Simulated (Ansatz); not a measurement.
Frontier orbitals of C₃H₉NbO₄, SMILES `C[O][Nb](=[O])([O]C)[O]C`.

| atom | x (Å) | y (Å) | z (Å) |
| --- | --- | --- | --- |
| C1 | -2.670 | -0.219 | -1.585 |
| O2 | -1.680 | 0.344 | -0.774 |
| Nb3 | 0.007 | -0.025 | -0.007 |
| O4 | 0.476 | -1.595 | -0.476 |
| O5 | -0.093 | 0.025 | 1.879 |
| C6 | 0.083 | -0.773 | 3.014 |
| O7 | 1.306 | 1.194 | -0.638 |
| C8 | 2.508 | 1.255 | -1.350 |
| H9 | -2.396 | -1.231 | -1.903 |
| H10 | -3.615 | -0.266 | -1.037 |
| H11 | -2.816 | 0.401 | -2.475 |
| H12 | 0.853 | -0.336 | 3.657 |
| H13 | -0.852 | -0.822 | 3.580 |
| H14 | 0.385 | -1.790 | 2.742 |
| H15 | 2.835 | 0.258 | -1.664 |
| H16 | 3.287 | 1.699 | -0.723 |
| H17 | 2.381 | 1.880 | -2.239 |

The species carries charge 0 and has multiplicity 1. Correlated methods include outer-core shells of Nb, which these sets cover unevenly. Nb: def2 effective core potential. The geometry is a stationary point of PBE0-D4/def2-TZVP. It is one conformer, not always the lowest. Basis def2-TZVPP, the Gaussian-basis code of Ansatz.

| functional | HOMO (eV) | LUMO (eV) | gap (eV) |
| --- | --- | --- | --- |
| LDA (SPW92) | -6.72 | -1.34 | 5.38 |
| PBE | -6.56 | -1.14 | 5.42 |
| B97M-V | -7.01 | -0.97 | 6.04 |
| PBE0 | -8.09 | -0.29 | 7.80 |
| LC-ωPBE | -10.83 | 1.89 | 12.72 |
| ωB97X-V | -10.50 | 1.70 | 12.20 |
| ωB97M-V | -10.43 | 1.16 | 11.59 |

A quarter of exact exchange (PBE0) shifts PBE's HOMO by −1.53 eV and its LUMO by +0.85 eV; full exchange at long range (ωB97M-V) shifts them by −3.87 and +2.30 eV. The gap opens from 5.42 to 11.59 eV, since occupied levels lose self-interaction and empty ones feel all the electrons. A positive LUMO is unbound and depends on the basis.

LC-ωPBE has ω = 0.4 bohr⁻¹.
